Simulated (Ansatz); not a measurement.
SiCl2I2, SMILES Cl[Si](I)(Cl)I.

Coordinates come from a PBE0-D3(BJ)/def2-SVP optimisation. The def2 effective core potentials stand for the cores of I; spin–orbit coupling is left out.

Two levels are set side by side: PBE/def2-SVPD (Ansatz, a quantum-chemistry and plane-wave program) and PBE0/def2-SVPD (Ansatz). Energy differences of separate SCF runs at the same geometry; the states with an electron removed or added have multiplicity 2 and 2. Differences are taken from unrounded values.

| quantity | PBE0 |
|---|---|
| vertical ionisation energy (eV) | 9.77 |
| vertical electron affinity (eV) | 0.75 |
| vertical singlet–triplet gap (eV) | 4.23 |

**Question.** What does PBE give, and how far is it from PBE0? (Estimate from the structure and the level; the computed values follow.)

**Answer.** 
| quantity | PBE | PBE minus PBE0 |
|---|---|---|
| vertical ionisation energy (eV) | 9.38 | -0.38 |
| vertical electron affinity (eV) | 0.85 | 0.09 |
| vertical singlet–triplet gap (eV) | 3.86 | -0.37 |
